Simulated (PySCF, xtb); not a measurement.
Cd(Br)(SMe) (CH₃BrCdS), SMILES C[S][Cd][Br].

GFN2-xTB (xtb) at its own geometry gives an orbital gap of 2.33 eV and a dipole moment of 3.28 D.

Geometry optimised at B3LYP-D3(BJ)/def2-SVP. The structure was generated by enumeration; whether it is a known compound was not checked. The def2 effective core potentials stand for the cores of Cd; spin–orbit coupling is left out. Other conformers were not sampled.

**Question.** What does PBE/def2-TZVP (PySCF) give? (Estimate from the structure and the level; the computed values follow.)

**Answer.** gap 3.12 eV (levels -5.79 and -2.67 eV), dipole 2.26 D.
